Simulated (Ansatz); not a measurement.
CH₁₀FNSi₃, SMILES C[Si@H](F)N([SiH3])[SiH3].

Geometry optimised at TPSSh-D3(BJ)/def2-SVP. The structure was generated by enumeration; whether it is a known compound was not checked. One conformer was computed; it need not be the lowest.

Two levels are set side by side: PBE/def2-SVPD (Ansatz, a program for electronic structure) and PBE0/def2-SVPD (Ansatz). Energy differences of separate SCF runs at the same geometry; the states with an electron removed or added have multiplicity 2 and 2. Differences are taken from unrounded values.

| quantity | PBE |
|---|---|
| vertical ionisation energy (eV) | 8.97 |
| vertical singlet–triplet gap (eV) | 5.37 |

### Question
These are the PBE values. What does PBE0 give? (The exact figures need the calculation; the answer reports its results.)

### Answer

```csv
quantity,PBE0,PBE minus PBE0
vertical ionisation energy (eV),9.31,-0.34
vertical singlet–triplet gap (eV),5.85,-0.48
```
